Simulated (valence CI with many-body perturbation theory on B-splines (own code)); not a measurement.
# E1 line list for Yb LVII

Calculated by relativistic CI+MBPT: four valence electrons over a frozen Dirac-Fock core [Ne], a basis of 11 s, 11 p, 9 d, 7 f, 5 g, 2 h, 1 i functions for each j, with the one-electron correlation potential Σ1 (screened to all orders), the two-electron term Σ2, the three-electron term Σ3, Breit, model QED; selected single and double excitations, second order for the rest (own B-spline code, finite nucleus).

The last digits are not significant, and no measured levels were compared; by estimate large intervals hold to a few tenths of a per cent, small ones and those within an open d or f shell to about a per cent.

Lines 201 to 229 of 229 in falling wavelength, among levels below 8452.1 × 10³ cm⁻¹, chosen from the strongest by gf and those to the six lowest levels. Wavelengths and rates use the calculated energies. Electric multipoles are in the length gauge, E1 and E2 with the static RPA response of the core. Weak lines are less certain than strong ones. Lines between different terms over intervals too small for the method are left out, as are lines whose strength nearly cancels. The highest levels of a list are the least certain.

Levels are named by their leading jj configuration (3d3/2^4 stands for four electrons in 3d with j = 3/2), which in mixed levels can hold well under half, so a name can repeat and another be missing. Letters in brackets count levels of one name in rising energy.

```
λ vac (Å)                           Upper                   Lower   A (s⁻¹)  S (a.u.) with core polarisation  S without
    22.47              (3s^2 3d3/2^2) J=2  (3s 3p1/2^2 3p3/2) J=1  8.79e+09                         2.46e-04   2.50e-04
    22.40          (3s^2 3p3/2 3d5/2) J=2  (3s^2 3p1/2 3p3/2) J=1  4.74e+08                         1.32e-05   1.34e-05
    22.32  (3s 3p1/2 3p3/2 3d5/2) J=3 [b]  (3s 3p1/2^2 3p3/2) J=2  3.98e+10                         1.53e-03   1.55e-03
    22.30  (3s 3p1/2 3p3/2 3d5/2) J=1 [a]  (3s 3p1/2^2 3p3/2) J=2  3.54e+09                         5.81e-05   5.90e-05
    22.16  (3s 3p1/2 3p3/2 3d5/2) J=1 [c]  (3s 3p1/2^2 3p3/2) J=1  1.66e+09                         2.68e-05   2.73e-05
    22.14  (3s 3p1/2 3p3/2 3d5/2) J=2 [b]  (3s 3p1/2^2 3p3/2) J=2  7.77e+10                         2.08e-03   2.11e-03
    22.05  (3s 3p1/2 3p3/2 3d5/2) J=2 [c]  (3s 3p1/2^2 3p3/2) J=1  1.52e+10                         4.03e-04   4.09e-04
    22.04      (3s 3p1/2 3p3/2 3d5/2) J=0  (3s 3p1/2^2 3p3/2) J=1  4.29e+11                         2.27e-03   2.30e-03
    21.85          (3s^2 3p3/2 3d5/2) J=3  (3s^2 3p1/2 3p3/2) J=2  3.48e+09                         1.25e-04   1.27e-04
    21.78  (3s 3p1/2 3p3/2 3d5/2) J=2 [d]  (3s 3p1/2^2 3p3/2) J=1  2.57e+10                         6.54e-04   6.65e-04
    21.77  (3s 3p1/2 3p3/2 3d5/2) J=3 [c]  (3s 3p1/2^2 3p3/2) J=2  5.68e+10                         2.02e-03   2.06e-03
    21.58              (3s^2 3d3/2^2) J=0  (3s 3p1/2^2 3p3/2) J=1  5.67e+08                         2.81e-06   2.88e-06
    21.58  (3s 3p1/2 3p3/2 3d5/2) J=1 [b]  (3s 3p1/2^2 3p3/2) J=2  3.15e+10                         4.69e-04   4.76e-04
    21.51          (3s^2 3p3/2 3d5/2) J=1  (3s^2 3p1/2 3p3/2) J=2  2.88e+10                         4.24e-04   4.30e-04
    21.44              (3s^2 3d3/2^2) J=2  (3s 3p1/2^2 3p3/2) J=2  1.35e+10                         3.29e-04   3.34e-04
    21.18          (3s^2 3p3/2 3d5/2) J=1  (3s^2 3p1/2 3p3/2) J=1  4.34e+09                         6.11e-05   6.21e-05
    21.16  (3s 3p1/2 3p3/2 3d5/2) J=1 [c]  (3s 3p1/2^2 3p3/2) J=2  5.83e+09                         8.18e-05   8.30e-05
    21.11  (3s 3p1/2 3p3/2 3d5/2) J=3 [d]  (3s 3p1/2^2 3p3/2) J=2  9.15e+09                         2.97e-04   3.02e-04
    21.07  (3s 3p1/2 3p3/2 3d5/2) J=2 [c]  (3s 3p1/2^2 3p3/2) J=2  5.92e+09                         1.36e-04   1.39e-04
    20.82  (3s 3p1/2 3p3/2 3d5/2) J=2 [d]  (3s 3p1/2^2 3p3/2) J=2  5.76e+10                         1.28e-03   1.30e-03
    17.46                (3s 3p3/2^3) J=2  (3s^2 3p1/2 3p3/2) J=2  4.79e+09                         6.28e-05   6.38e-05
    17.26      (3s 3p1/2 3p3/2^2) J=1 [a]      (3s^2 3p1/2^2) J=0  1.15e+09                         8.73e-06   8.85e-06
    17.24                (3s 3p3/2^3) J=2  (3s^2 3p1/2 3p3/2) J=1  4.17e+08                         5.27e-06   5.34e-06
    17.00      (3s 3p1/2 3p3/2^2) J=1 [b]      (3s^2 3p1/2^2) J=0  5.05e+09                         3.68e-05   3.73e-05
    16.72                (3s 3p3/2^3) J=1  (3s^2 3p1/2 3p3/2) J=2  5.88e+08                         4.07e-06   4.12e-06
    16.53                (3s 3p3/2^3) J=1  (3s^2 3p1/2 3p3/2) J=1  4.41e+09                         2.95e-05   2.99e-05
    16.02          (3s^2 3p3/2 3d3/2) J=1      (3s^2 3p1/2^2) J=0  6.44e+08                         3.92e-06   3.99e-06
    14.58          (3s^2 3p3/2 3d5/2) J=1      (3s^2 3p1/2^2) J=0  2.33e+09                         1.07e-05   1.09e-05
    12.21                (3s 3p3/2^3) J=1      (3s^2 3p1/2^2) J=0  7.73e+06                         2.08e-08   2.12e-08
```
